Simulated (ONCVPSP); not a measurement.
## V (Z = 23): ONCV pseudisation with PBEsol, scalar-relativistic reference atom.

V (Z = 23), optimised norm-conserving Vanderbilt (ONCV), made with ONCVPSP 4.0.1 (PBEsol, scalar-relativistic). Core [Ar], reference 3d3 4s1.5 (charge +0.5). Waves: 4s: rc 2.15 bohr, ncon 5, nbas 10, qcut 3.6 1/bohr, 2 projectors, debl 3.5 Ha; p scattering state at 0.13 Ha: rc 2.00 bohr, ncon 4, nbas 8, qcut 4.4 1/bohr, 2 projectors, debl 2.8 Ha; 3d: rc 1.85 bohr, ncon 4, nbas 9, qcut 9 1/bohr, 2 projectors, debl 1.3 Ha. Local part: polynomial inside 1.45 bohr (lpopt 5, dvloc0 6 Ha). Core correction: Teter function, fcfact 4.25, rcfact 1.55.

All-electron outer shells of the reference configuration (PBEsol, scalar-relativistic, ld1.x):

```json
{"shell": "3p", "level (eV)": "-47.58", "outermost node (bohr)": "0.35", "outermost maximum (bohr)": "0.84"}
{"shell": "3d", "level (eV)": "-8.76", "outermost node (bohr)": "–", "outermost maximum (bohr)": "0.90"}
{"shell": "4s", "level (eV)": "-7.72", "outermost node (bohr)": "1.17", "outermost maximum (bohr)": "2.69"}
```

(1) Estimate the cutoffs (Ha) at which the residual kinetic energy of the hardest occupied pseudo-wave falls to 1 and 0.1 mHa per electron.

(2) Does the potential have ghost states?

(3) Tests: 3d3 4s2; 3d3 4s1; 3d3 4s0; 3d3 4s0 4p1. Which has the largest error in its energy relative to the reference configuration, and how large is it?

Answers

(1) 29 Ha and 57 Ha.

(2) Ghosts flagged at negative energy: s at -117.5 eV, p at -23.4 eV; no localised positive-energy state flagged. A true bound ghost makes a file unfit for plane-wave use.

(3) 3d3 4s0, with -219 meV (all-electron minus pseudo) on +18.85 eV.
